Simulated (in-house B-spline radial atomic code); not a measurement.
**Ce II (Ce+): [Xe] 4f1 5d2**

All numbers are computed (Dirac-Kohn-Sham PBE0, spherical fractional occupations; Fermi nucleus of rms radius 4.8771 fm) with a B-spline radial code for spherical atoms, not measured.

Effective charges: Z_r = [3n² - l(l+1)]/(2<r>) from the radius, Z_e = n√(-2ε) from the energy, and Slater's rules. Values are occupation-weighted means over j. An effective charge above Z reflects the relativistic contraction of the inner shells.

```tsv
shell	electrons	ε (eV)	<r> (bohr)	Z_r	Z_e	Slater
1s	2	-40348	0.02457	61.04	54.46	57.70
2s	2	-6489.5	0.1047	57.30	43.68	53.85
2p	6	-5825.3	0.0921	54.29	41.38	53.85
3s	2	-1413	0.278	48.56	30.57	46.75
3p	6	-1198.8	0.2759	45.30	28.16	46.75
3d	10	-887.35	0.2534	41.43	24.23	36.85
4s	2	-294.87	0.637	37.68	18.62	30.25
4p	6	-223.89	0.6737	34.14	16.23	30.25
4d	10	-119.3	0.744	28.23	11.84	18.85
5s	2	-47.725	1.527	24.56	9.36	11.40
5p	6	-29.483	1.765	20.68	7.36	11.40
4f	1	-6.9573	1.17	15.39	2.86	12.00
5d	2	-6.7272	2.909	11.86	3.52	2.65
```

The least bound orbital is 5d5/2 at -6.654 eV, and it is also the most diffuse (<r> = 2.932 bohr).

Spin-orbit splittings of the orbital energies (j = l + 1/2 above j = l - 1/2 when positive): 2p 447 eV, 3p 88.37 eV, 3d 18.91 eV, 4p 19.03 eV, 4d 3.347 eV, 5p 2.783 eV, 4f 0.2972 eV, 5d 0.1837 eV.

For the 1s electron the small component carries 4.61 % of the norm, the zero-frequency Breit interaction raises the level by 109.6 eV, self-energy by 64.02 eV, and vacuum polarisation lowers it by 9.537 eV.

The density falls to 0.001 bohr⁻³ at 4.414 bohr; Σ<r²> = 60.444 bohr² gives, by the non-relativistic formula and without the paramagnetism of open shells, a Langevin diamagnetic susceptibility of -47.87×10⁻⁶ cm³/mol.

Caution: exact exchange at fractional occupations of open shells leaves self-interaction of up to several eV.
